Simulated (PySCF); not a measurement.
fluorine atom (F), doublet; MP2/6-311G** (PySCF).

Input for PySCF:
```python
from pyscf import gto, scf, mp

mol = gto.Mole()
mol.atom = '''
    F     0.00000000    0.00000000    0.00000000
'''
mol.basis = '6-311g**'
mol.spin = 1
mol.verbose = 4
mol.build()

mf = scf.UHF(mol)
mf.kernel()

pt = mp.MP2(mf, frozen=1)
pt.kernel()
print('E(MP2) = %.10f' % pt.e_tot)
```

The log (banner, timings and long lists left out):

```
PySCF version 2.14.0

[INPUT] verbose = 4
[INPUT] num. atoms = 1
[INPUT] num. electrons = 9
[INPUT] charge = 0
[INPUT] spin (= nelec alpha-beta = 2S) = 1
[INPUT] symmetry False subgroup None
[INPUT] Mole.unit = angstrom
[INPUT] Symbol           X                Y                Z      unit          X                Y                Z       unit  Magmom
[INPUT]  1 F      0.000000000000   0.000000000000   0.000000000000 AA    0.000000000000   0.000000000000   0.000000000000 Bohr   0.0

nuclear repulsion = 0
number of shells = 8
number of NR pGTOs = 31
number of NR cGTOs = 18
basis = 6-311g**
ecp = {}

******** <class 'pyscf.scf.uhf.UHF'> ********
method = UHF
initial guess = minao
damping factor = 0
level_shift factor = 0
DIIS = <class 'pyscf.scf.diis.CDIIS'>
diis_start_cycle = 1
diis_space = 8
diis_damp = 0
SCF conv_tol = 1e-09
SCF conv_tol_grad = None
SCF max_cycles = 50
direct_scf = True
direct_scf_tol = 1e-13
number electrons alpha = 5  beta = 4
Set gradient conv threshold to 3.16228e-05
init E= -99.0316964904876

cycle= 1 E= -99.3887026957969  delta_E= -0.357  |g|= 0.16  |ddm|= 0.47
cycle= 2 E= -99.3959423035717  delta_E= -0.00724  |g|= 0.0543  |ddm|= 0.0755
cycle= 3 E= -99.3967298168958  delta_E= -0.000788  |g|= 0.0163  |ddm|= 0.029
cycle= 4 E= -99.3968561788526  delta_E= -0.000126  |g|= 0.00455  |ddm|= 0.0105
cycle= 5 E= -99.3968731299103  delta_E= -1.7e-05  |g|= 0.000813  |ddm|= 0.00535
cycle= 6 E= -99.3968736896113  delta_E= -5.6e-07  |g|= 0.000185  |ddm|= 0.00093
cycle= 7 E= -99.3968737175684  delta_E= -2.8e-08  |g|= 1.47e-05  |ddm|= 0.000216
cycle= 8 E= -99.3968737176777  delta_E= -1.09e-10  |g|= 1.08e-06  |ddm|= 1.23e-05
Extra cycle  E= -99.3968737176783  delta_E= -5.4e-13  |g|= 2.89e-07  |ddm|= 8.78e-07
converged SCF energy = -99.3968737176783  <S^2> = 0.75224337  2S+1 = 2.0022421

******** <class 'pyscf.mp.ump2.UMP2'> ********
nocc = (np.int64(4), np.int64(3)), nmo = (17, 17)
frozen orbitals 1
E(UMP2) = -99.5541705304066  E_corr = -0.157296812728345
E(SCS-UMP2) = -99.5508066641863  E_corr = -0.15393294650804
E_corr(same-spin) = -0.040180648576124
E_corr(oppo-spin) = -0.117116164152221
E(MP2) = -99.5541705304
```
